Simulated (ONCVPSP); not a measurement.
**Cd: ONCV pseudisation with LDA (Perdew-Zunger), scalar-relativistic reference atom.**

| Item | Value |
| --- | --- |
| Element | cadmium (Cd) |
| Generator | ONCVPSP 4.0.1 |
| Type | optimised norm-conserving Vanderbilt (ONCV) |
| Functional | LDA (Perdew-Zunger) |
| Relativity | scalar-relativistic |
| Frozen core | [Ar] 3d10 |
| Valence charge | 20 |
| Reference configuration | 4s2 4p6 4d10 5s1.5 5p0.5 |
| Partial waves | 4s+5s: rc 1.35 bohr, ncon 4, nbas 7, qcut 8.5 1/bohr, 2 projectors; 4p+5p: rc 1.55 bohr, ncon 5, nbas 9, qcut 9.2 1/bohr, 3 projectors, debl 1 Ha; 4d: rc 1.85 bohr, ncon 4, nbas 9, qcut 8.4 1/bohr, 1 projector |
| Local potential | polynomial inside 1.05 bohr (lpopt 1, dvloc0 1 Ha) |
| Core correction | Teter function, fcfact 4, rcfact 1.15 |

All-electron outer shells of the reference configuration (LDA (Perdew-Zunger), scalar-relativistic, ld1.x):

```tsv
shell	level (eV)	outermost node (bohr)	outermost maximum (bohr)
3p	-601.94	0.14	0.32
3d	-395.00	–	0.27
4s	-106.86	0.43	0.79
4p	-68.01	0.43	0.84
4d	-12.89	0.42	0.98
5s	-6.63	1.06	2.29
5p	-1.84	1.19	3.17
```

Results:

```
Cutoffs needed             : 29 Ha and 34 Ha (the cutoffs (Ha) at which the residual kinetic energy of the hardest occupied pseudo-wave falls to 1 and 0.1 mHa per electron)
Ghost test                 : no bound ghost flagged; GHOST(+) flagged for s at 370.1 eV
Largest excitation error   : -3.5 meV (all-electron minus pseudo) for 4s2 4p6 4d10 5s0 5p0, out of 4 test configurations
rms error of d²Exc/dni dnj : 2.93 mHa without and 1.13 mHa with the model core
```

Generation and tests took about 5.2 s on one core of a shared server CPU.
